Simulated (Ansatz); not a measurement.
Computed with Ansatz on PBE0-D4/def2-TZVP structures; ΔE is electronic, products minus reactants. CCSD(T)/CBS adds triple-zeta CCSD(T) − MP2 to the extrapolated MP2 energy (def2 sets, frozen cores). DFT in def2-TZVPP. For Ge outer-core shells are correlated without core-valence functions, which leaves a few kJ/mol of doubt a bond. Scalar relativity is left out up to krypton. One conformer a species, not always the lowest.

Consider the redistribution: `[SiH3]C1BO1` + `C[CH2][GeH]([F])[Cl]` → `C[CH2][GeH]([SiH3])[Cl]` + `FC1BO1`.

Problem. Is it downhill or uphill in electronic energy at CCSD(T)/CBS, and by how much? (Estimate.)

Solution. Computed: Uphill: ΔE = +1.16 eV.

Problem. What do these levels give: PBE-D4, r2SCAN, HF/def2-TZVPP, SCS-MP2/def2-TZVPP, MP2/def2-QZVPP, SCS-MP2/def2-QZVPP? (An estimate is asked.)

Solution. The calculation gave: PBE-D4 0.95, r2SCAN 1.11, HF/def2-TZVPP 1.25, SCS-MP2/def2-TZVPP 1.25, MP2/def2-QZVPP 1.26, SCS-MP2/def2-QZVPP 1.28 eV.

Largest T1 diagnostic among the species: 0.016.

The D4 term adds −0.04 eV with B3LYP and −0.03 eV with PBE0; it sums over pairs of atoms, weighted by their polarisabilities, and B3LYP, whose exchange is more repulsive, gets the larger term.

B3LYP here is the variant with VWN-RPA as its local correlation; programs differ in this.
